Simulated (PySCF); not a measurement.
O3S, SMILES O=S(=O)=O (connectivity only; charge and spin as stated), charge +1, multiplicity 2. The structure is a stationary point at PBE-D3(BJ)/def2-TZVP. The spin state was assumed, not searched.

All values below come from PBE-D3(BJ)/def2-TZVP (PySCF).

Harmonic wavenumbers (cm⁻¹): 274, 274, 407, 997, 1153, 1153. Rotational constants (GHz): 10.06, 10.06, 5.030; symmetry number 6.

Question: Work out the zero-point energy and the ideal-gas rigid-rotor harmonic-oscillator thermochemistry at 298.15 K and 1 atm.

Answer: ZPE = ½ Σ hcν = ½ × 4259 cm⁻¹ = 6.09 kcal/mol. H − E(el) = 9.27 kcal/mol. Entropy in cal/(mol K): translation 39.05, rotation 20.40, vibration 4.27, spin 1.38, total 65.10. G − E(el) = -10.14 kcal/mol. Cp = 13.70 cal/(mol K).
